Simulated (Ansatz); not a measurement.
Several settings on one geometry of Ga6As6H18, a cluster cut from wurtzite GaAs (hydrogen-capped) (that of the charge 0 singlet, PBE-D4/def2-SVP). Ansatz on 2 threads of AMD EPYC 7R13 on a shared host and a share (18 GiB) of an NVIDIA H100 80GB HBM3; times are rough.

```xyz
30

As   -0.0035   -2.1846   -1.9288
Ga   -2.1969   -1.2687   -1.1084
Ga    0.0021   -2.5570    2.0797
As   -1.8973   -1.0957    1.3132
As   -1.8917    1.0887   -1.9286
Ga   -2.2153    1.2806    2.0770
Ga    2.1930   -1.2689   -1.1161
As    1.9004   -1.0975    1.3066
As    1.8861    1.0893   -1.9331
Ga   -0.0022    2.5328   -1.1116
Ga    2.2191    1.2781    2.0718
As    0.0016    2.1916    1.3106
H    -0.0033   -3.6797   -1.6467
H    -0.0065   -2.2633   -3.4542
H    -3.4207   -1.9748   -1.8066
H     0.0000   -3.8501    1.1594
H     0.0063   -2.5903    3.6566
H    -3.1633   -1.8274    1.7596
H    -1.9531    1.1240   -3.4545
H    -3.1876    1.8372   -1.6547
H    -3.3296    1.9271    1.1499
H    -2.2501    1.3037    3.6536
H     3.4149   -1.9746   -1.8178
H     3.1677   -1.8286    1.7501
H     1.9468    1.1264   -3.4589
H     3.1821    1.8375   -1.6585
H    -0.0025    3.9451   -1.8113
H     2.2564    1.2981    3.6486
H     3.3332    1.9246    1.1442
H     0.0040    3.6547    1.7539
```

Totals from different functionals, basis sets or treatments of relativity can't be compared as stabilities.

DK, ANO-RCC and x2c sets are all-electron and run with scalar relativity unless a key says otherwise.

(1) Give the basis size and estimate the energy, ⟨S²⟩, dipole and time of these runs.

```json
{"run": "1", "method": "RKS revPBE-D3(BJ)/def2-mTZVPP", "charge": "0", "state": "singlet", "further keys": "fitting: {mean_field: def2-universal-jkfit}; forces asked"}
{"run": "2", "method": "RKS PBE-D3(BJ)-ATM/def2-SVP", "charge": "0", "state": "singlet", "further keys": "fitting: {mean_field: def2-universal-jkfit}; scf: {lower_state_search: full}"}
{"run": "3", "method": "RKS B97M-V/ANO-RCC-VTZP", "charge": "0", "state": "singlet", "further keys": "fitting: {mean_field: def2-universal-jkfit}; scf: {omitted_lower_state_checks: [starts]}; forces asked"}
```

Results:

(1) 
| run | functions | energy (Eh) | ⟨S²⟩ | dipole (D) | wall time |
| --- | --- | --- | --- | --- | --- |
| 1 | 522 | -24973.6062 | – | 6.59 | 11 s |
| 2 | 474 | -24968.5574 | – | – | 8 s |
| 3 | 768 | -25233.2102 | – | 6.10 | 81 s |
